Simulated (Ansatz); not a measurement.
Consider the atomization: `[SiH3]OBCl` → B• + Cl• + 4 H• + O• + Si•.

Program: Ansatz. Geometries: PBE0-D4/def2-TZVP. ΔE: electronic, gas phase. CBS: def2 TZ/QZ extrapolation, frozen cores. Functionals use def2-TZVPP. B3LYP here is the variant with VWN-RPA as its local correlation; programs differ in this. HSE06 is defined as in plane-wave codes. Open shells (•) are unrestricted, without spin–orbit coupling. Spin–orbit coupling would lower the free atoms: a little for B, Cl, O, Si. Each species was taken in one conformer, which may not be the lowest.

```
              level  ΔE (kJ/mol)  difference from CCSD(T)/CBS
             PBE-D4       2866.2                          9.1
          revPBE-D4       2802.4                        -54.7
          r2SCAN-D4       2870.4                         13.3
             B97M-V       2875.1                         18.0
            PBE0-D4       2833.3                        -23.8
           B3LYP-D4       2850.3                         -6.8
         r2SCANh-D4       2854.0                         -3.1
         r2SCAN0-D4       2830.9                        -26.2
           BHLYP-D4       2795.5                        -61.6
       CAM-B3LYP-D4       2869.0                         11.9
           PBE-QIDH       2834.2                        -22.9
                PBE       2849.9                         -7.2
             revPBE       2754.2                       -102.9
             r2SCAN       2866.6                          9.5
               PBE0       2819.6                        -37.5
              B3LYP       2823.8                        -33.3
            r2SCANh       2849.9                         -7.2
              HSE06       2822.2                        -34.9
          CAM-B3LYP       2855.0                         -2.1
            LC-ωPBE       2828.7                        -28.4
   CCSD(T)/def2-SVP       2692.6                       -164.5
      HF/def2-TZVPP       2194.1                       -663.0
    CCSD/def2-TZVPP       2747.7                       -109.4
 CCSD(T)/def2-TZVPP       2783.6                        -73.5
      HF/def2-QZVPP       2199.7                       -657.4
     MP2/def2-QZVPP       2884.4                         27.3
       HF/CBS(def2)       2200.6                       -656.5
      MP2/CBS(def2)       2913.4                         56.3
     CCSD/CBS(def2)       2816.6                        -40.5
     HF/cc-pV(D+d)Z       2133.0                       -724.1
CCSD(T)/cc-pV(D+d)Z       2624.3                       -232.8
     HF/cc-pV(T+d)Z       2192.8                       -664.3
    MP2/cc-pV(T+d)Z       2836.1                        -21.0
   CCSD/cc-pV(T+d)Z       2743.2                       -113.9
    MP2/cc-pV(Q+d)Z       2885.3                         28.2
   CCSD/cc-pV(Q+d)Z       2790.1                        -67.0
CCSD(T)/cc-pV(Q+d)Z       2828.7                        -28.4
         HF/CBS(cc)       2202.5                       -654.6
        MP2/CBS(cc)       2917.0                         59.9
    CCSD(T)/CBS(cc)       2860.7                          3.6
        CCSD(T)/CBS       2857.1                            0
```

Largest T1 diagnostic among the species: 0.014.

From r2SCAN to r2SCAN0 (25 % exact exchange), in def2-TZVPP and without D4, ΔE moves by −40.3 kJ/mol: exact exchange takes away binding that semilocal exchange gives to molecules. In def2-TZVPP, CCSD(T) changes the Hartree–Fock value by +589.5 kJ/mol (the triples alone add +35.9 kJ/mol) and MP2 by +646.7 kJ/mol; breaking electron pairs costs correlation energy, which Hartree–Fock lacks. The D4 term adds +26.5 kJ/mol with B3LYP and +13.7 kJ/mol with PBE0; it sums over pairs of atoms, weighted by their polarisabilities, and B3LYP, whose exchange is more repulsive, gets the larger term.

CCSD(T)/CBS has its own doubt, a few kJ/mol and more with outer-core shells, so smaller differences from it don't rank the levels.
